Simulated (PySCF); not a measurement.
**From computed data to an observable: entropy of an ideal gas**

C₃S₂, SMILES S=C=C=C=S.

Coordinates come from a PBE-D3(BJ)/def2-SVP optimisation.

PBE-D3(BJ)/def2-SVP (PySCF) gives the harmonic wavenumbers 108, 108, 405, 405, 496, 508, 508, 1037, 1703, 2157 cm⁻¹ and the rotational temperature 0.0429 K. The molar mass is 100.15 g/mol, the symmetry number 2, the spin multiplicity 1.

Q: Work out the entropy at 298.15 K and 1 atm in the rigid-rotor, harmonic-oscillator model.

A: 
Translation (Sackur–Tetrode at 1 atm): S = R[1.5 ln M + 2.5 ln T − 1.16487] = 166.2 J/(mol K).
Rotation: q = T/(σ θ) = 3470, S = R[ln q + 1] = 76.1 J/(mol K).
Vibration: with u = 1.4388 ν/T, each mode gives R[u/(e^u − 1) − ln(1 − e^−u)]:
```json
[
 {"ν (cm⁻¹)": "108", "modes": "2", "u": "0.52", "S (J/(mol K))": "27.65"},
 {"ν (cm⁻¹)": "405", "modes": "2", "u": "1.95", "S (J/(mol K))": "7.90"},
 {"ν (cm⁻¹)": "496", "modes": "1", "u": "2.39", "S (J/(mol K))": "2.80"},
 {"ν (cm⁻¹)": "508", "modes": "2", "u": "2.45", "S (J/(mol K))": "5.34"},
 {"ν (cm⁻¹)": "1037", "modes": "1", "u": "5.00", "S (J/(mol K))": "0.34"},
 {"ν (cm⁻¹)": "1703", "modes": "1", "u": "8.22", "S (J/(mol K))": "0.02"}
]
```
The stiffer modes add less than 0.005 each. Sum 44.1 J/(mol K).
Spin: R ln 1 = 0.0 J/(mol K).
Total 286.4 J/(mol K); the program's own thermochemistry gives 286.3. Translation makes up 58 % and vibration 15 %. Anharmonicity, hindered rotation and orbital degeneracy are left out.
